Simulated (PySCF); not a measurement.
PySCF 2.14 output of an unrestricted PBE0 calculation on a single atom or ion in def2-TZVPPD with the def2 core potential (28 electrons) (6s4p3d2f1g, 56 functions), with scalar relativity through the core potential:

```
SCF conv_tol = 1e-09
number electrons alpha = 10  beta = 6
    C. Adamo and V. Barone.,  J. Chem. Phys. 110, 6158 (1999)
    M. Ernzerhof and G. E. Scuseria.,  J. Chem. Phys. 110, 5029 (1999)
cycle= 1 E= -94.7946731544741  delta_E= -0.00684  |g|= 0.0305  |ddm|= 0.286
cycle= 2 E= -94.794739039907  delta_E= -6.59e-05  |g|= 0.0309  |ddm|= 0.11
cycle= 3 E= -94.795083762704  delta_E= -0.000345  |g|= 0.00225  |ddm|= 0.0256
cycle= 4 E= -94.7950868443831  delta_E= -3.08e-06  |g|= 0.000193  |ddm|= 0.00946
cycle= 5 E= -94.7950868757313  delta_E= -3.13e-08  |g|= 4.38e-05  |ddm|= 0.000609
cycle= 6 E= -94.7950868766254  delta_E= -8.94e-10  |g|= 1.79e-06  |ddm|= 7.23e-05
converged SCF energy = -94.7950868766254  <S^2> = 6.0013333  2S+1 = 5.0005333
```

The run itself started from symmetry-adapted Hartree-Fock orbitals and held the occupation by maximum overlap, on a logarithmic radial grid, so the iterations belong to that start.

Question: Which element, charge and spin multiplicity is this?

Answer: Ru (ruthenium, neutral), multiplicity 5; the state was [Kr] 4d7 5s1, high-spin 5F determinant.

Energies and moments cover only the electrons outside the core potential.
